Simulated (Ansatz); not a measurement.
Potential energy curve for H6Al2O2, singlet. The Al1–H10 bond (Al1 also carries Al, H, O, O; H10 carries nothing else) is varied alone, starting from the PBE0/def2-SVP optimised geometry.

Computed with restricted PBE0/cc-pVDZ (Ansatz, an electronic-structure program).

The batch members p0 to p7 hold the bond at 1.30, 1.40, 1.49, 1.53, 1.59, 1.64, 1.70, 1.80 Å.

Ansatz input:

Ansatz 0.2 input:
```yaml
# input.yaml
basis:
  gaussian: { orbitals: cc-pvdz }
hamiltonian:
  xc: pbe0
batch:
  members: [p0.yaml, p1.yaml, p2.yaml, p3.yaml, p4.yaml, p5.yaml, p6.yaml, p7.yaml]

# p4.yaml, one of the 8 members of this batch
crystal:
  periodic: [false, false, false]
  atoms:
    - { symbol: Al, position_ang: [0.0, 0.0, 0.0] }
    - { symbol: Al, position_ang: [0.00066637, -2.50533941, -1.42031165] }
    - { symbol: O, position_ang: [-1.18952386, -1.25569761, -0.70565301] }
    - { symbol: H, position_ang: [-2.14875575, -1.25553841, -0.70603344] }
    - { symbol: H, position_ang: [0.0, 1.35783231, -0.82776622] }
    - { symbol: O, position_ang: [1.19014142, -1.25477895, -0.70559791] }
    - { symbol: H, position_ang: [2.14937533, -1.25460148, -0.70580414] }
    - { symbol: H, position_ang: [0.00072979, -3.86984677, -0.60362155] }
    - { symbol: H, position_ang: [0.00076647, -2.49239957, -3.01051024] }
    - { symbol: H, position_ang: [0.0, 0.0, 1.59] }
total_charge: 0
magnetization:
  spin_polarized: false
```

Lines of the output on each member:

```
Member 2: Total energy: -17378.93629366 eV, -638.6641289258 hartree
Member 3: Total energy: -17378.98803181 eV, -638.6660302677 hartree
Member 1: Total energy: -17378.70103597 eV, -638.6554833651 hartree
Member 0: Total energy: -17378.18060187 eV, -638.6363577647 hartree
Member 4: Total energy: -17379.01761095 eV, -638.6671172810 hartree
Member 7: Total energy: -17378.80825086 eV, -638.6594234398 hartree
Member 6: Total energy: -17378.95613079 eV, -638.6648579268 hartree
Member 5: Total energy: -17379.00572250 eV, -638.6666803886 hartree
```

The restricted form behind RKS-PBE0 keeps the bonding electrons paired and can't separate into open-shell fragments.
